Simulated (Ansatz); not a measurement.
Cost and result for the atomization energy of C2H5FSi2, SMILES `F[SiH]1C=C[SiH2]1` (10 atoms, 10 bonds).

Cartesian coordinates in Å:
```
F -1.265 2.020 -1.179
Si -1.088 0.544 -0.575
C -0.390 0.436 1.148
C 0.696 -0.354 0.998
Si 0.897 -0.637 -0.854
H -2.410 -0.114 -0.749
H -0.732 0.804 2.114
H 1.288 -0.710 1.841
H 2.069 0.067 -1.440
H 0.935 -2.056 -1.303
```

Total charge 0; spin multiplicity 1. All single points use the PBE0-D4/def2-TZVP geometry. Program: Ansatz. All runs use 4 threads of an Arm Neoverse V2 on a shared host. Times are those of one run each, without the atoms' runs, and a repeat can differ threefold. Electronic energies, without spin–orbit coupling; frozen cores. CCSD(T)/CBS adds CCSD(T) − MP2 in def2-TZVPP to the MP2 limit, and its time is that of the two runs behind it. T1 = 0.013. B3LYP takes the VWN-RPA correlation (the form of Gaussian; ORCA's B3LYP/G).

CCSD(T)/CBS is a level of theory with its own doubt, some kJ/mol a heavy atom from the limit and from the frozen cores, so smaller differences don't rank the functionals.

```
                             level  functions  wall time  atomization (kcal/mol)  difference from CCSD(T)/CBS  per bond
   PBE-D4/def2-TZVPP (with forces)        247      2.5 s                   919.8                         12.0       1.2
                PBE0-D4/def2-TZVPP        247      3.1 s                   906.9                         -0.9      -0.1
 B3LYP-D4/def2-TZVPP (with forces)        247      4.6 s                   903.5                         -4.3      -0.4
r2SCAN-D4/def2-TZVPP (with forces)        247        5 s                   909.2                          1.4       0.1
                 B2PLYP/def2-TZVPP        247      5.5 s                   895.5                        -12.3      -1.2
                ωB97X-V/def2-TZVPP        247      7.5 s                   911.6                          3.8       0.4
  ωB97M-V/def2-TZVPP (with forces)        247       12 s                   908.5                          0.7       0.1
                    MP2/def2-QZVPP        461       21 s                   913.7                          5.9       0.6
                CCSD(T)/def2-TZVPP        247      120 s                   882.8                        -25.0      -2.5
                 CCSD(T)/CBS(def2)          –    2.3 min                   907.8                          0.0       0.0
```

From PBE to PBE0 (25 % exact exchange), in def2-TZVPP and without D4, the atomization energy moves by −12.0 kcal/mol: exact exchange takes away binding that semilocal exchange gives to molecules. The D4 term adds +9.5 kcal/mol with B3LYP and +4.9 kcal/mol with PBE0; it sums over pairs of atoms, weighted by their polarisabilities, and B3LYP, whose exchange is more repulsive, gets the larger term. In def2-TZVPP, CCSD(T) changes the Hartree–Fock value by +206.8 kcal/mol (the triples alone add +14.0 kcal/mol) and MP2 by +222.7 kcal/mol; breaking electron pairs costs correlation energy, which Hartree–Fock lacks.
